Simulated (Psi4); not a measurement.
Pair of molecules, SMILES O=C=O with SMILES CC (the first has 3 atoms); geometry from B3LYP-D3(BJ)/def2-TZVP, rigid monomers moved along the line of their centres of mass till C2···C4 is 3.93 Å.
(charge 0, multiplicity 1):
```xyz
11

O      0.37157     0.92969     0.38386
C     -0.01397    -0.13058     0.11523
O     -0.39888    -1.18957    -0.15789
C     -0.21531    -0.60692     4.01413
C      0.23223     0.75892     4.52655
H     -0.45315    -1.28428     4.83663
H      0.56491    -1.08454     3.41729
H     -1.10991    -0.52682     3.39255
H     -0.54814     1.23084     5.12676
H      0.46965     1.43275     3.70181
H      1.12280     0.67370     5.15227
```

Level of theory: SAPT0/jun-cc-pV(D+d)Z run with Psi4.

Problem. Give the four SAPT terms and the total, and say what mostly holds the pair together.

Solution. electrostatics -0.14, exchange 0.23, induction -0.04, dispersion -0.54, total -0.49 kcal/mol; the largest attraction is dispersion.
